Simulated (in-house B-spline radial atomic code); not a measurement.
Successive ionisation energies of nitrogen; each step leads to the configuration of the next row (after the last: bare). NIST's values go from ground level to ground level; the uncertainty of those that are theory runs from under 0.1 % in few-electron ions to several per cent in heavy many-electron ones. Computed with a radial B-spline atomic code at the basis-set limit: non-relativistic Hartree-Fock, average of the configuration, point nuclei.

| ion | configuration | ionisation energy (eV) | tabulated value (eV) | computed minus tabulated (eV) | highest orbital | largest mean radius (bohr) |
| --- | --- | --- | --- | --- | --- | --- |
| N | [He] 2s2 2p3 | 12.2 | 14.53413 | -2.3 | 2p | 1.4466 |
| N+ | [He] 2s2 2p2 | 28.1 | 29.60125 | -1.5 | 2p | 1.256 |
| N2+ | [He] 2s2 2p1 | ? | ? | ? | ? | ? |
| N3+ | [He] 2s2 | 75.0 | 77.4735 | -2.5 | 2s | 1.112 |
| N4+ | [He] 2s1 | 97.7 | 97.8901 | -0.2 | 2s | 1.0525 |
| N5+ | 1s2 | ? | ? | ? | ? | ? |
| N6+ | 1s1 | 666.7 | 667.0461 | -0.4 | 1s | 0.21429 |

Fill in the row of N2+.

ionisation energy (eV): 47.2; tabulated value (eV): 47.4453; computed minus tabulated (eV): -0.3; highest orbital: 2p; largest mean radius (bohr): 1.1788.

Fill in the row of N5+.

ionisation energy (eV): 550.7; tabulated value (eV): 552.0674; computed minus tabulated (eV): -1.4; highest orbital: 1s; largest mean radius (bohr): 0.22647.

Where is the largest jump?

From N4+ to N5+, by a factor of 5.64 (97.708 to 550.65 eV); the highest orbital goes from 2s to 1s.

How far is this level of theory from the measured and semi-empirical values?

Over those 5 rows the differences run from -2.49 to -0.183 eV (mean absolute value 1.4 eV). The calculation leaves out relativity, correlation and, in open shells, the multiplet splittings that an average leaves out.
